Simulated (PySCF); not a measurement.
Give a GFN2-xTB geometry of `Oc1cccc(F)c1`.

```
atom  x, y, z in Å
O1     2.4779   -0.3159    0.0025
C2     1.1307   -0.1655    0.0004
C3     0.3381   -1.3114    0.0137
C4    -1.0381   -1.2017    0.0123
C5    -1.6525    0.0402   -0.0010
C6    -0.8496    1.1638   -0.0151
F7    -1.4250    2.3849   -0.0300
C8     0.5307    1.0883   -0.0146
H9     2.9099    0.5470   -0.0083
H10    0.8239   -2.2733    0.0260
H11   -1.6436   -2.0946    0.0219
H12   -2.7250    0.1434   -0.0005
H13    1.1182    1.9952   -0.0249
```

Orientation and origin are arbitrary. Atoms count from 1 in this order. The 8 heavy atoms lie in one plane (0.000 Å rms). Of the pairs four or more bonds apart, H9···H13 is among the closest relative to their van der Waals radii: 2.30 Å, 96 % of the sum of Bondi's values. The 6-membered ring C2–C3–C4–C5–C6–C8 has internal angles of 118.1° to 122.4° (sum 720°, against 720° for a flat polygon); it is planar, 0.00 Å rms from its mean plane, widest ring torsion 0°.

Bonds between heavy atoms (Å): O1–C2 1.356, C2–C3 1.393, C3–C4 1.381, C4–C5 1.386, C5–C6 1.381, C6–F7 1.350, C6–C8 1.382, C2–C8 1.390.

The geometry is computed with GFN2-xTB (gas phase).

Point group: Cs (every atom within 0.08 Å of its image). Not checked by GFN2-xTB frequencies. One conformer, not necessarily the lowest (H–O1–C2–C3 180°).
